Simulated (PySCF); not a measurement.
## Computed properties of Ga(vinyl)(OH)(NH2) (C2H6GaNO), SMILES [OH][Ga]([CH]=C)[NH2]

Ga(vinyl)(OH)(NH2) (C2H6GaNO), SMILES C=[CH][Ga]([NH2])[OH]. The structure is a stationary point at PBE0-D3(BJ)/def2-SVP. The structure was generated by enumeration; whether it is a known compound was not checked. One conformer was computed; it need not be the lowest. All values are computed for the isolated molecule unless a solvent is named; none is compared with measurement here.

**Structure.** All 27 harmonic modes at PBE0-D3(BJ)/def2-SVP (PySCF) are real, so it is a minimum. With heavy atoms numbered as in [Ga:1]([CH:2]=[CH2:3])([OH:7])[NH2:9], the shortest bond between them is C2–C3 at 1.339 Å and the longest Ga1–C2 at 1.938 Å.

**Vibrations.** The strongest infrared lines (harmonic, unscaled, degenerate partners summed) lie at 697 cm⁻¹ (145 km/mol, O 44 %, N 23 %, H 19 %, Ga 14 %), 145 cm⁻¹ (99 km/mol, H 37 %, N 35 %, Ga 18 %), 279 cm⁻¹ (97 km/mol, H 95 %). The softest mode is at 40 cm⁻¹ and the zero-point energy is 50.5 kcal/mol.

**Electronic structure.** r2SCAN/def2-TZVP (PySCF) places the frontier levels at -6.11 and -1.53 eV, a gap of 4.58 eV, and gives a dipole moment of 2.09 D and a mean polarisability of 61.6 bohr³. PBE/def2-TZVP (PySCF) at the same geometry gives -5.80 and -1.70 eV, so its gap is 0.48 eV narrower. An orbital gap is neither the optical nor the fundamental gap.

**Excitations.** TDA-B3LYP/def2-SVPD (PySCF) has S1 at 5.37 eV (231 nm, f = 0.043, weak); the most intense of the 10 singlets computed lies at 6.98 eV (f = 0.23). T1 (TDA) is at 4.14 eV, 1.23 eV under S1. TDA-PBE/def2-SVPD (PySCF) puts S1 at 4.42 eV. No vertical singlet excitation falls in the visible range (under 3.1 eV).

**NMR.** GIAO shifts at KT2/pcSseg-1 (PySCF) (non-relativistic, atoms alike by connectivity averaged): ¹³C from 133.5 to 138.8 ppm against TMS; ¹H from 1.6 to 6.5 ppm against TMS.
